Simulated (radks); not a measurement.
Values are calculated unless marked as measured or tabulated.
Task: Species: the iridium ion Ir22+. Configuration: [Kr] 4d10 4f9. Code: a radial shooting solver on a logarithmic mesh with Libxc functionals. Model: scalar-relativistic Kohn-Sham, PBEsol, spin-polarised, spherical densities, finite nucleus; open shells are filled with parallel spins first (spin-orbit coupling, left out, can overturn this in heavy ions); Fermi nuclear charge, rms radius 5.4032 fm. Some entries of the table are withheld. Estimate them.

| orbital | occ. | eigenvalue (hartree) | r(max) (bohr) |
|---|---|---|---|
| 1s down | 1 | -2818.244 | 0.01083 |
| 1s up | 1 | -2818.244 | 0.01083 |
| 2s up | 1 | -511.5910 | 0.06232 |
| 2s down | 1 | -511.5842 | 0.06232 |
| 2p up | 3 | -447.5901 | 0.05138 |
| 2p down | 3 | -447.5849 | 0.05138 |
| 3s up | 1 | -136.8264 | 0.1757 |
| 3s down | 1 | -136.6575 | 0.1756 |
| 3p up | 3 | -118.0947 | 0.1745 |
| 3p down | 3 | -117.9241 | 0.1744 |
| 3d up | 5 | -97.44320 | 0.1421 |
| 3d down | 5 | -97.31211 | 0.1419 |
| 4s up | 1 | -45.84374 | 0.3936 |
| 4s down | 1 | -45.57154 | 0.3937 |
| 4p up | 3 | -39.52634 | (1) |
| 4p down | 3 | -39.26494 | (2) |
| 4d up | 5 | -31.80242 | 0.4164 |
| 4d down | 5 | -31.54525 | 0.4166 |
| 4f up | 7 | -23.24666 | (3) |
| 4f down | 2 | -22.97130 | (4) |

Result: 
(1) 4p up r(max) (bohr): 0.4119
(2) 4p down r(max) (bohr): 0.4120
(3) 4f up r(max) (bohr): 0.3704
(4) 4f down r(max) (bohr): 0.3714
